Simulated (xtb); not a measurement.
xtb input:

```bash
xtb mol.xyz --gfn 2 --ohess tight --chrg -1 --uhf 0
```
mol.xyz:
```
15

Si     0.04002503    -0.01836074     0.07024015
C      1.73294699     0.26859632    -0.66030717
C     -0.91059726    -1.06307230    -1.19479096
C     -0.79532248     1.60077932     0.27207532
N      0.15793395    -0.86109076     1.64616775
H      2.30826945    -0.71090004    -0.81544577
H      2.36560132     0.85269194     0.06413483
H     -1.00585154    -0.51686464    -2.16697091
H     -1.93132975    -1.20584880    -0.73124511
H     -0.43663830    -2.05128952    -1.32615259
H     -1.85213432     1.45074339     0.67186899
H     -0.84379705     2.14651106    -0.65223542
H     -0.18203570     2.24416453     1.05399340
H      0.76924311    -0.29987754     2.24091318
H      0.66667373    -1.80974479     1.45400911
```

Task: What final total energy does it print?

Result: -16.28160 Eh (GFN2-xTB).

It need not be the lowest isomer of its formula. Whether it binds its extra electron was not tested at this geometry.
